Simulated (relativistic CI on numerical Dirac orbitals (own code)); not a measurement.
# Ru36+: computed level list

Calculated at this level of theory: Dirac-Coulomb-Breit CI, KLI orbitals optimised for each configuration, model QED (radiative potential, 1s self-energy scaled to tabulated hydrogen-like ionisation energies), unscaled Slater integrals (own radial code, finite nucleus).

CI space (outside the closed core 1s2): 2s²2p⁴, 2s2p⁵, 2p⁶, 2p⁵3s, 2p⁵3p, 2p⁵3d, 2s²2p³3s, 2s²2p³3p, 2s²2p³3d, 2s2p⁴3s, 2s2p⁴3p, 2s2p⁴3d, 2s²2p³4s, 2s²2p³4p, 2s²2p³4d, 2s²2p³4f, 2s2p⁴4s, 2s2p⁴4p, 2s2p⁴4d, 2s2p⁴4f, 2s²2p²3s², 2s²2p²3s3p, 2s²2p³5s, 2s²2p³5p, 2s²2p³5d, 2s²2p³5f, 2s²2p³5g, 2s²2p²3p², 2s²2p²3s3d, 2s²2p²3p3d, 2s2p³3s², 2s²2p²3d², 2s2p³3s3p, 2s2p³3p², 2s2p³3s3d, 2s2p⁴5s. Levels of other configurations are missing.

The lowest level is 2s²2p⁴ ³P2, with 74 % of that term; Hund's rules for 2s²2p⁴ give ³P with J = 2, in agreement.

```tsv
No.	Configuration	Term	J	E (10³ cm⁻¹)	%	Next component (%)	Landé g
1	2s²2p⁴	³P	2	0.0	74	26 ¹D	1.357
2	2s²2p⁴	¹S	0	224.2	57	43 ³P	
3	2s²2p⁴	³P	1	1066.9	100		1.490
4	2s²2p⁴	¹D	2	1185.8	74	26 ³P	1.120
5	2s²2p⁴	³P	0	2337.3	57	42 ¹S	
6	2s2p⁵	³P°	2	2684.5	100		1.488
7	2s2p⁵	³P°	1	2990.3	59	41 ¹P°	1.283
8	2s2p⁵	³P°	0	3801.5	100		
9	2s2p⁵	¹P°	1	4048.5	59	41 ³P°	1.192
10	2p⁶	¹S	0	5924.2	99	1 2s²2p⁴ ¹S	
11	2s²2p³3s	³P°	2	22911.9	42	35 ⁵S°	1.578
12	2s²2p³3s	³S°	1	22959.4	31	28 ¹P°	1.245
13	2s²2p³3p	³P	1	23382.5	28	27 ⁵P	1.565
14	2s²2p³3p	³P	2	23395.9	24	23 ³D	1.266
15	2s²2p³3p	³D	3	23692.5	43	35 ⁵P	1.383
16	2s²2p³3p	³P	1	23695.2	38	22 ¹P	1.435
17	2s²2p³3p	³P	2	23806.3	38	18 ¹D	1.329
18	2s²2p³3s	⁵S°	2	23898.0	50	35 ³D°	1.560
19	2s²2p³3p	³P	0	23910.7	79	20 ¹S	
20	2s²2p³3s	³S°	1	23947.5	52	46 ³D°	1.285
21	2s²2p³3s	³D°	3	24037.5	99	1 2s²2p³3d ³D°	1.322
22	2s²2p³3s	¹D°	2	24075.1	66	33 ³D°	1.047
23	2s²2p³3d	³D°	2	24221.1	33	29 ³F°	1.052
24	2s²2p³3s	³P°	0	24221.4	96	2 2s²2p³3d ³P°	
25	2s²2p³3s	³P°	1	24237.7	66	32 ¹P°	1.324
26	2s²2p³3d	³F°	3	24248.3	26	26 ⁵D°	1.184
27	2s²2p³3d	⁵D°	1	24265.5	35	27 ³P°	1.195
28	2s²2p³3d	³P°	0	24269.4	51	36 ⁵D°	
29	2s²2p³3d	³F°	4	24314.0	44	36 ⁵D°	1.287
30	2s²2p³3p	⁵P	1	24361.4	41	22 ³D	1.610
31	2s²2p³3d	³D°	2	24365.6	35	27 ³P°	1.279
32	2s²2p³3p	³F	2	24412.4	33	26 ³P	1.204
33	2s²2p³3d	³D°	3	24453.3	40	23 ¹F°	1.168
34	2s²2p³3d	³D°	1	24484.9	46	22 ¹P°	0.957
35	2s²2p³3p	³F	3	24516.6	44	29 ¹F	1.115
36	2s²2p³3p	³P	2	24658.1	62	20 ¹D	1.396
37	2s²2p³3p	³D	1	24666.9	66	26 ¹P	0.716
38	2s²2p³3p	⁵P	3	24672.8	48	25 ³F	1.371
39	2s²2p³3p	³D	2	24680.0	40	34 ³P	1.348
40	2s²2p³3p	³P	0	24685.3	96	3 ¹S	
41	2s²2p³3p	¹P	1	24791.5	40	38 ³D	0.951
42	2s²2p³3p	³D	3	24810.5	64	31 ¹F	1.214
43	2s²2p³3p	³F	4	24822.2	100		1.241
44	2s²2p³3p	³P	0	24884.6	65	34 ¹S	
45	2s²2p³3p	³P	1	24917.2	72	19 ¹P	1.412
46	2s²2p³3p	¹D	2	24990.5	49	32 ³P	1.167
47	2s²2p³3p	³P	1	25033.0	46	28 ³S	1.487
48	2s²2p³3p	³D	2	25062.0	46	33 ¹D	1.133
49	2s²2p³3s	³P°	2	25212.8	53	17 ³D°	1.440
50	2s²2p³3d	³D°	1	25225.5	40	34 ⁵D°	0.985
51	2s²2p³3d	³F°	2	25236.7	39	36 ⁵D°	1.086
52	2s²2p³3d	⁵D°	0	25240.9	47	35 ¹S°	
53	2s²2p³3s	¹P°	1	25248.8	33	24 ³D°	1.072
54	2s2p⁴3s	⁵P	3	25261.5	80	17 ³D	1.593
55	2s²2p³3d	⁵D°	3	25270.8	36	32 ³F°	1.166
56	2s²2p³3d	⁵D°	4	25297.3	49	30 ³G°	1.270
57	2s²2p³3d	³D°	3	25306.3	66	18 ³G°	1.219
58	2s²2p³3d	³G°	4	25374.2	41	32 ¹G°	1.078
59	2s2p⁴3s	³P	2	25386.0	63	14 ⁵P	1.453
60	2s²2p³3d	³D°	1	25390.4	43	24 ¹P°	1.026
61	2s²2p³3d	³P°	2	25410.7	36	19 ¹D°	1.198
62	2s²2p³3d	³D°	3	25432.0	50	33 ³F°	1.197
63	2s²2p³3d	³F°	4	25433.8	66	31 ¹G°	1.160
64	2s²2p³3d	³G°	5	25445.0	100		1.192
65	2s²2p³3d	³P°	1	25482.9	64	19 ³D°	1.260
66	2s²2p³3d	³P°	0	25486.6	54	43 ¹S°	
67	2s²2p³3d	³D°	2	25490.5	87	6 ³P°	1.168
68	2s²2p³3d	³F°	2	25535.8	34	31 ¹D°	1.031
69	2s²2p³3d	³S°	1	25550.8	55	30 ¹P°	1.532
70	2s²2p³3d	¹F°	3	25593.5	60	28 ³D°	1.086
```

Energies count from the lowest computed level; ° marks odd parity.

The mean weight of the leading LS term, summed over parents, in these 70 levels is 56 %, and that of the leading jj configuration (from the same eigenvectors) 92 %, so jj coupling describes them better and the LS labels are nominal.

At this charge energies of transitions that change n are usually good to better than 1 %, and those within a shell (Δn = 0) to a few per cent.

LS names give the leading component of a level, which can be under half, so a name can repeat, a term be missing and a line seem to break the LS rules.
